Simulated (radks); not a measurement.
Problem. Radial electron density D(r) = 4 pi r^2 rho(r) of an atom or ion with 60 electrons. Method: scalar-relativistic Kohn-Sham, LDA (Slater exchange, Perdew-Wang correlation), spin-polarised, spherical densities, finite nucleus; Fermi nuclear charge, rms radius of each element as measured or else 0.836 A^(1/3) + 0.57 fm; computed with a radial shooting solver on a logarithmic mesh with Libxc functionals.

```
   r/bohr * D(r) (the largest magnitude, 115, reaches the edge; | marks zero)
 0.000891 | *
 0.001021 | *
 0.001179 |  *
 0.001362 |  *
  0.00156 |   *
 0.001802 |    *
 0.002081 |      *
 0.002384 |       *
 0.002753 |         *
 0.003179 |           *
 0.003642 |             *
 0.004207 |                *
 0.004819 |                   *
 0.005566 |                       *
 0.006428 |                          *
 0.007364 |                              *
 0.008505 |                                 *
 0.009822 |                                    *
  0.01125 |                                       *
    0.013 |                                        *
  0.01501 |                                         *
   0.0172 |                                        *
  0.01986 |                                       *
  0.02293 |                                     *
  0.02628 |                                    *
  0.03035 |                                    *
  0.03505 |                                      *
  0.04015 |                                         *
  0.04637 |                                              *
  0.05355 |                                                   *
  0.06135 |                                                      *
  0.07085 |                                                      *
  0.08118 |                                                   *
  0.09375 |                                              *
   0.1083 |                                          *
    0.124 |                                         *
   0.1433 |                                           *
   0.1654 |                                               *
   0.1895 |                                                *
   0.2189 |                                            *
   0.2528 |                                   *
   0.2896 |                          *
   0.3345 |                    *
   0.3863 |                    *
   0.4426 |                      *
   0.5111 |                       *
   0.5903 |                     *
   0.6763 |                *
    0.781 |           *
    0.902 |       *
    1.033 |      *
    1.193 |     *
    1.367 |    *
    1.579 |  *
    1.824 | *
    2.089 |*
    2.413 *
    2.787 *
    3.193 *
    3.687 *
    4.258 *
    4.879 *
```

What is the nuclear charge?

Solution. Z = 65. The innermost maximum, from 1s, lies near gamma/Z bohr with gamma = sqrt(1 - (Z/c)^2) = 0.880, here 0.0135 bohr (found: 0.0149), and its height grows with Z. The density is that of the terbium ion Tb5+ in [Xe] 4f5 5d1; the configuration itself is not fixed sharply by these data, and Z only to a few units. D(r) has 4 maxima, at r = 0.0149, 0.0665, 0.184, 0.499 bohr, and minima at 0.0285, 0.121, 0.362 bohr, inside which lie 1.94, 11.14, 29.35 electrons.
